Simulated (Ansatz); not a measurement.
One change: `N[SiH2][SiH2][SiH3]` becomes `[SiH3][SiH2][SiH3]`.

Ansatz, PBE0-D4/def2-TZVP geometries, multiplicity 1. Each molecule was computed in one conformer, which needn't be the lowest.

| property | `N[SiH2][SiH2][SiH3]` |
| --- | --- |
| HOMO–LUMO gap (PBE0/def2-TZVPP) / eV | 6.95 |
| LUMO energy (ωB97M-V/def2-TZVPP) / eV | 1.27 |
| HOMO energy (B3LYP/def2-TZVPP) / eV | -7.10 |
| HOMO energy (ωB97M-V/def2-TZVPP) / eV | -9.49 |
| size of the dipole moment (PBE/def2-TZVPP) / D | 1.58 |
| HOMO–LUMO gap (PBE/def2-TZVPP) / eV | 4.82 |

Problem. What does the change do to each property? (An estimate is asked.)

Solution. Computed: 
| property | `[SiH3][SiH2][SiH3]` | shift |
| --- | --- | --- |
| HOMO–LUMO gap (PBE0/def2-TZVPP) / eV | 7.80 | 0.85 |
| LUMO energy (ωB97M-V/def2-TZVPP) / eV | 1.48 | 0.21 |
| HOMO energy (B3LYP/def2-TZVPP) / eV | -7.83 | -0.73 |
| HOMO energy (ωB97M-V/def2-TZVPP) / eV | -10.00 | -0.51 |
| size of the dipole moment (PBE/def2-TZVPP) / D | 0.08 | -1.50 |
| HOMO–LUMO gap (PBE/def2-TZVPP) / eV | 5.93 | 1.11 |

With PBE0 the HOMO falls by 0.72 eV and the LUMO rises by 0.13 eV, so the gap widens by about 0.85 eV. PBE moves the HOMO by -0.98 eV and ωB97M-V by -0.51 eV. Dipoles are sizes alone; their direction can turn.

B3LYP here is the variant with VWN-RPA as its local correlation; programs differ in this.
